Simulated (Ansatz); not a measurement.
The cluster Ti2O5H2. The state is a singlet with charge 0. Geometry PBE-D4/def2-SVP.

```xyz
9

Ti    0.126   -0.165    1.188
Ti   -0.135    0.167   -1.188
O    -0.434   -1.384    0.082
O     0.227   -0.354    2.987
O    -0.369    0.530   -2.948
O    -0.901    1.053    0.242
O     1.382    0.259   -0.339
H     0.084    0.855   -3.742
H     0.022   -0.961    3.717
```

The structure comes from a short search, and lower isomers may exist.

(1) Estimate the orbital energies around the gap (eV) in Ansatz with PBE-D4/def2-TZVP, PBE-D4/def2-TZVPD, B97M-V/def2-TZVP, r2SCANh-D4/def2-TZVP, PBE0-D4/def2-TZVP.

Answers

(1) 
```csv
orbital,PBE-D4/def2-TZVP,PBE-D4/def2-TZVPD,B97M-V/def2-TZVP,r2SCANh-D4/def2-TZVP,PBE0-D4/def2-TZVP
HOMO−13,-12.27,-12.31,-12.91,-13.46,-14.18
HOMO−12,-9.50,-9.54,-9.90,-10.51,-11.22
HOMO−11,-9.46,-9.50,-9.88,-10.50,-11.22
HOMO−10,-9.31,-9.35,-9.74,-10.34,-11.04
HOMO−9,-8.97,-9.01,-9.43,-10.01,-10.69
HOMO−8,-8.66,-8.71,-9.11,-9.65,-10.32
HOMO−7,-8.55,-8.59,-9.00,-9.56,-10.25
HOMO−6,-8.26,-8.31,-8.68,-9.25,-9.92
HOMO−5,-8.24,-8.29,-8.66,-9.22,-9.88
HOMO−4,-8.11,-8.16,-8.55,-9.13,-9.82
HOMO−3,-8.09,-8.14,-8.53,-9.10,-9.79
HOMO−2,-7.60,-7.65,-8.01,-8.54,-9.16
HOMO−1,-7.51,-7.56,-7.94,-8.47,-9.10
HOMO,-6.53,-6.57,-6.89,-7.40,-8.01
LUMO,-3.47,-3.51,-3.48,-3.06,-2.62
LUMO+1,-3.17,-3.21,-3.05,-2.69,-2.15
LUMO+2,-3.10,-3.14,-3.02,-2.65,-2.09
LUMO+3,-2.63,-2.68,-2.60,-2.19,-1.64
LUMO+4,-2.51,-2.55,-2.46,-2.08,-1.52
LUMO+5,-1.75,-1.81,-1.74,-1.36,-0.90
```
